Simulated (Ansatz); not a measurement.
Steps of a relaxation of `FB1CO1` with RKS PBE-D4/def2-SVP.

```sh
$ ansatz run in.yaml --threads 2 --pin off --events-out ev --progress --plain --max-ram 4352MiB
```

```yaml
crystal:
  periodic: [false, false, false]
  atoms:
    - {symbol: F, position_ang: [-0.828400, -1.969800, 0.686900]}
    - {symbol: B, position_ang: [-0.325700, -0.861200, -0.126000]}
    - {symbol: C, position_ang: [0.324500, 0.554800, -0.009400]}
    - {symbol: O, position_ang: [-0.483300, 0.355000, -0.992700]}
    - {symbol: H, position_ang: [1.393600, 0.626600, -0.406000]}
    - {symbol: H, position_ang: [-0.038700, 1.230500, 0.801100]}
basis:
  gaussian: {orbitals: def2-SVP}
hamiltonian: {xc: pbe, dispersion: d4}
relax: {f_tol: 0.03, max_steps: 200}
```

Positions (Å) and forces (eV/Å) along the path, 10 of 10 steps:

```xyz
6
step=1 energy=-6496.5393 eV
F    -0.828   -1.970    0.687    1.067    2.786   -3.395
B    -0.326   -0.861   -0.126   -0.788    2.061    2.099
C     0.325    0.555   -0.009    5.902   -0.852    5.041
O    -0.483    0.355   -0.993   -6.376   -4.977   -4.829
H     1.394    0.627   -0.406   -0.356    0.649    1.142
H    -0.039    1.230    0.801    0.551    0.334   -0.058
6
step=2 energy=-6498.2170 eV
F    -0.848   -2.009    0.536    1.108    2.609   -1.769
B    -0.332   -0.820   -0.007   -1.379    0.396    0.010
C     0.351    0.548    0.015    2.428    0.117    2.153
O    -0.579    0.214   -0.979   -1.948   -3.159   -0.269
H     1.403    0.664   -0.365   -0.338    0.177    0.269
H     0.046    1.338    0.754    0.129   -0.141   -0.394
6
step=3 energy=-6498.6998 eV
F    -0.828   -1.924    0.385   -0.582   -2.184    0.829
B    -0.357   -0.786    0.048    0.830    0.172    1.068
C     0.389    0.523    0.068    0.821    0.749    1.073
O    -0.642    0.044   -0.896   -0.923    1.743   -2.482
H     1.399    0.684   -0.352   -0.046   -0.148   -0.196
H     0.081    1.395    0.700   -0.100   -0.332   -0.293
6
step=4 energy=-6498.8463 eV
F    -0.825   -1.967    0.407    0.118   -0.120    0.100
B    -0.363   -0.786    0.053   -0.258    0.274   -0.287
C     0.395    0.526    0.084    0.472    0.321    0.424
O    -0.640    0.092   -0.924   -0.295   -0.270   -0.219
H     1.400    0.674   -0.357   -0.009   -0.102    0.001
H     0.075    1.397    0.691   -0.028   -0.103   -0.018
6
step=5 energy=-6498.8606 eV
F    -0.807   -1.970    0.409    0.127    0.079    0.040
B    -0.374   -0.774    0.051   -0.203    0.077   -0.226
C     0.396    0.533    0.085    0.261    0.002    0.271
O    -0.653    0.092   -0.935   -0.099   -0.134   -0.030
H     1.405    0.656   -0.351   -0.045   -0.032   -0.023
H     0.075    1.398    0.695   -0.040    0.007   -0.032
6
step=6 energy=-6498.8640 eV
F    -0.767   -1.952    0.427   -0.164   -0.286   -0.004
B    -0.395   -0.760    0.026    0.064    0.157   -0.028
C     0.399    0.521    0.104    0.048    0.175   -0.068
O    -0.668    0.105   -0.957    0.015   -0.102    0.094
H     1.402    0.631   -0.343    0.033    0.018   -0.009
H     0.071    1.392    0.697    0.003    0.038    0.015
6
step=7 energy=-6498.8683 eV
F    -0.784   -1.966    0.414    0.034    0.075   -0.010
B    -0.388   -0.762    0.039   -0.025   -0.112    0.047
C     0.400    0.533    0.096   -0.025   -0.117    0.071
O    -0.666    0.094   -0.945    0.024    0.086   -0.036
H     1.407    0.637   -0.345    0.002    0.032   -0.042
H     0.073    1.401    0.696   -0.010    0.036   -0.030
6
step=8 energy=-6498.8691 eV
F    -0.785   -1.966    0.413    0.005   -0.003    0.008
B    -0.389   -0.765    0.039   -0.020    0.007   -0.037
C     0.402    0.527    0.104   -0.003    0.028   -0.033
O    -0.662    0.096   -0.944    0.008   -0.022    0.034
H     1.404    0.641   -0.349    0.002   -0.005    0.018
H     0.073    1.403    0.691    0.008   -0.005    0.009
6
step=9 energy=-6498.8691 eV
F    -0.783   -1.967    0.414   -0.003    0.002   -0.009
B    -0.390   -0.766    0.037    0.018    0.022    0.036
C     0.401    0.528    0.102   -0.008   -0.019    0.012
O    -0.664    0.097   -0.943   -0.007   -0.002   -0.032
H     1.405    0.639   -0.346    0.000    0.004   -0.010
H     0.074    1.404    0.691    0.000   -0.009    0.005
6
step=10 energy=-6498.8692 eV
F    -0.784   -1.966    0.414   -0.002   -0.002    0.000
B    -0.390   -0.765    0.038    0.007    0.002    0.000
C     0.401    0.528    0.102    0.003   -0.004    0.001
O    -0.663    0.096   -0.945   -0.006    0.003   -0.001
H     1.404    0.640   -0.348    0.000   -0.001    0.002
H     0.074    1.402    0.693   -0.003    0.001   -0.003
```

It took 7.5 s on 2 threads of an Intel Xeon Platinum 8488C on a shared host, with 0.17 GiB of host memory at the peak.
